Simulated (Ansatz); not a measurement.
```xyz
15

C    -1.0389   -0.9567   -0.4320
C    -0.3087   -0.0337    0.4908
C    -0.8991    0.0803    1.8609
C     0.7873    0.6427    0.1291
Si    1.6042    0.5805   -1.5386
H    -2.0771   -0.6317   -0.5577
H    -0.5816   -1.0175   -1.4208
H    -1.0769   -1.9677   -0.0129
H    -1.9325    0.4395    1.8072
H    -0.3284    0.7605    2.4934
H    -0.9369   -0.8998    2.3484
H     1.2407    1.2894    0.8790
H     2.7928    1.4742   -1.5263
H     2.0606   -0.7935   -1.8919
H     0.6945    1.0336   -2.6285
```

The species carries charge 0 and has multiplicity 1.

Q: List the B3LYP/def2-TZVPP orbital energies in eV (Ansatz 0.2.0). (An estimate is asked.)

A: Computed: Occupied: -1798.55, -277.41, -276.84, -276.79, -276.30, -143.10, -98.42, -98.42, -98.40, -22.31, -19.17, -18.74, -15.00, -13.68, -12.57, -12.13, -11.70, -10.79, -10.30, -10.08, -9.38, -9.12, -8.54, -7.00. Lowest empty: -0.51, 0.60, 1.24, 1.48, 1.62, 2.10, 2.22, 2.53.

B3LYP here is the variant with VWN-RPA as its local correlation; programs differ in this.
